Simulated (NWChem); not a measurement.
System: C2H5BO3; SMILES OB1OCCO1

Excerpt of the output:

```
             Northwest Computational Chemistry Package (NWChem) 7.3.0
             --------------------------------------------------------

 C1  symmetry detected

                             Geometry "geometry" -> ""
                             -------------------------

 Output coordinates in angstroms (scale by  1.889725989 to convert to a.u.)

  No.       Tag          Charge          X              Y              Z
 ---- ---------------- ---------- -------------- -------------- --------------
    1 O                    8.0000    -0.07139339     2.12690008    -0.00047725
    2 B                    5.0000    -0.02893650     0.76784133    -0.00089136
    3 O                    8.0000    -1.16779076     0.00108360    -0.05526229
    4 C                    6.0000    -0.76641392    -1.36558112     0.07911383
    5 C                    6.0000     0.77754626    -1.34725455    -0.07832122
    6 O                    8.0000     1.13997972     0.03281155     0.05334751
    7 H                    1.0000     0.82187205     2.49815381     0.01487493
    8 H                    1.0000    -1.07569181    -1.73442317     1.06495768
    9 H                    1.0000    -1.26297010    -1.96946652    -0.68712193
   10 H                    1.0000     1.09773685    -1.70800710    -1.06349829
   11 H                    1.0000     1.29057698    -1.93481153     0.68962495

 Effective nuclear repulsion energy (a.u.)     237.2846593572

  pbe96 is a nonlocal functional; adding pw91lda local functional.

                                 NWChem DFT Module
                                 -----------------

 Summary of "ao basis" -> "ao basis" (spherical)
 ------------------------------------------------------------------------------
       Tag                 Description            Shells   Functions and Types
 ---------------- ------------------------------  ------  ---------------------
 O                          def2-svp                 6       14   3s2p1d
 B                          def2-svp                 6       14   3s2p1d
 C                          def2-svp                 6       14   3s2p1d
 H                          def2-svp                 3        5   2s1p

            General Information
            -------------------
          SCF calculation type: DFT
          Wavefunction type:  closed shell.
          No. of atoms     :    11
          No. of electrons :    46
           Alpha electrons :    23
            Beta electrons :    23
          Charge           :     0
          Spin multiplicity:     1
          Use of symmetry is: off; symmetry adaption is: off
          Maximum number of iterations: 150
          AO basis - number of functions:   109
                     number of shells:    51
          Convergence on energy requested:  1.00D-06
          Convergence on density requested:  1.00D-05
          Convergence on gradient requested:  5.00D-04

              XC Information
              --------------
          PerdewBurkeErnzerhof Exchange Functional  1.000
            Perdew 1991 LDA Correlation Functional  1.000 local
           PerdewBurkeErnz. Correlation Functional  1.000 non-local

             Grid Information
             ----------------
          Grid used for XC integration:  medium
          Radial quadrature: Mura-Knowles
          Angular quadrature: Lebedev.
          Tag              B.-S. Rad. Rad. Pts. Rad. Cut. Ang. Pts.
          ---              ---------- --------- --------- ---------
          O                   0.60       49          11.0       434
          B                   0.85       49           9.0       434
          C                   0.70       49          11.0       434
          H                   0.35       45          12.0       434
          Grid pruning is: on
          Number of quadrature shells:   519
          Spatial weights used:  Erf1

      Superposition of Atomic Density Guess
      -------------------------------------

 Sum of atomic energies:        -326.32347238

      Non-variational initial energy
      ------------------------------

 Total energy =    -329.465862
 1-e energy   =    -915.820446
 2-e energy   =     349.069924
 HOMO         =      -0.345424
 LUMO         =       0.060614

     ---------------------------------------------
      Total Density - Mulliken Population Analysis
     ---------------------------------------------

    Atom       Charge   Shell Charges
 -----------   ------   -------------------------------------------------------
    1 O    8     8.52   1.99  1.10  0.57  3.07  1.78  0.01
    2 B    5     4.33   1.99  0.73  0.07  1.15  0.17  0.23
    3 O    8     8.60   1.99  1.10  0.64  3.03  1.82  0.01
    4 C    6     5.78   1.99  0.94  0.18  1.80  0.82  0.05
    5 C    6     5.78   1.99  0.94  0.18  1.80  0.82  0.05
    6 O    8     8.61   1.99  1.10  0.64  3.03  1.83  0.01
    7 H    1     0.65   0.52  0.07  0.06
    8 H    1     0.94   0.70  0.21  0.02
    9 H    1     0.93   0.70  0.21  0.02
   10 H    1     0.94   0.70  0.21  0.02
   11 H    1     0.93   0.70  0.21  0.02

   convergence    iter        energy       DeltaE   RMS-Dens  Diis-err
 ---------------- ----- ----------------- --------- --------- ---------
 d= 0,ls=0.0,diis     1   -329.1177754810 -5.66D+02  1.59D-02  1.18D+00
 d= 0,ls=0.0,diis     2   -328.9607129197  1.57D-01  9.35D-03  3.03D+00
 d= 0,ls=0.0,diis     3   -329.2503411552 -2.90D-01  1.46D-03  5.03D-02
 d= 0,ls=0.0,diis     4   -329.2542758942 -3.93D-03  7.04D-04  7.84D-03
 d= 0,ls=0.0,diis     5   -329.2547992687 -5.23D-04  2.77D-04  2.68D-03
  Resetting Diis
 d= 0,ls=0.0,diis     6   -329.2550496704 -2.50D-04  6.50D-05  6.27D-05
 d= 0,ls=0.0,diis     7   -329.2550570593 -7.39D-06  1.50D-05  9.70D-07
 d= 0,ls=0.0,diis     8   -329.2550569770  8.23D-08  9.35D-06  1.73D-06

[...]
```

Level: PBE/def2-SVP. Structure relaxed at the B3LYP/6-31G* (spherical d) level.

**Question.** Which NWChem input produces such a log?

**Answer.** One answer among several that fit: the input that was run:
```
start job
memory heap 200 mb stack 900 mb global 1100 mb
geometry units angstroms noautoz
  O     -0.077434     2.123488     0.020339
  B     -0.031134     0.764585     0.011261
  O     -1.169070    -0.005410     0.002776
  C     -0.758290    -1.371469     0.112664
  C      0.777271    -1.347608    -0.111875
  O      1.141141     0.032911     0.010775
  H      0.814581     2.497418    -0.001427
  H     -1.023196    -1.746073     1.109199
  H     -1.286072    -1.973136    -0.634200
  H      1.055203    -1.702556    -1.111877
  H      1.325007    -1.937321     0.630007
end
basis spherical
  O library def2-svp
  B library def2-svp
  C library def2-svp
  H library def2-svp
end
dft
  xc xpbe96 cpbe96
  iterations 150
  mulliken
end
task dft energy
```
